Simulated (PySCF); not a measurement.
**Exercise with solution: entropy of an ideal gas**

Ga(H)2(PH2) (GaH4P), SMILES [PH2][GaH2].

The structure is a stationary point at r2SCAN-D4/def2-TZVP.

r2SCAN-D4/def2-TZVP run with PySCF 2.14.0 gives the harmonic wavenumbers 235, 355, 367, 432, 628, 677, 745, 1088, 1969, 1980, 2398, 2414 cm⁻¹ and the rotational temperatures 3.1729, 0.1929, 0.1865 K. The molar mass is 104.73 g/mol, the symmetry number 1, the spin multiplicity 1.

Task: Work out the entropy at 298.15 K and 1 atm in the rigid-rotor, harmonic-oscillator model.

Result: 
Translation (Sackur–Tetrode at 1 atm): S = R[1.5 ln M + 2.5 ln T − 1.16487] = 166.8 J/(mol K).
Rotation: q = (√π/σ) T^1.5/√(θA θB θC) = 27000, S = R[ln q + 3/2] = 97.3 J/(mol K).
Vibration: with u = 1.4388 ν/T, each mode gives R[u/(e^u − 1) − ln(1 − e^−u)]:
| ν (cm⁻¹) | modes | u | S (J/(mol K)) |
|---|---|---|---|
| 235 | 1 | 1.13 | 7.70 |
| 355 | 1 | 1.71 | 4.79 |
| 367 | 1 | 1.77 | 4.57 |
| 432 | 1 | 2.08 | 3.57 |
| 628 | 1 | 3.03 | 1.69 |
| 677 | 1 | 3.27 | 1.40 |
| 745 | 1 | 3.60 | 1.08 |
| 1088 | 1 | 5.25 | 0.27 |
| 1969 | 1 | 9.50 | 0.01 |
| 1980 | 1 | 9.55 | 0.01 |
The stiffer modes add less than 0.005 each. Sum 25.1 J/(mol K).
Spin: R ln 1 = 0.0 J/(mol K).
Total 289.1 J/(mol K); the program's own thermochemistry gives 289.1. Translation makes up 58 % and vibration 9 %. Anharmonicity, hindered rotation and orbital degeneracy are left out.
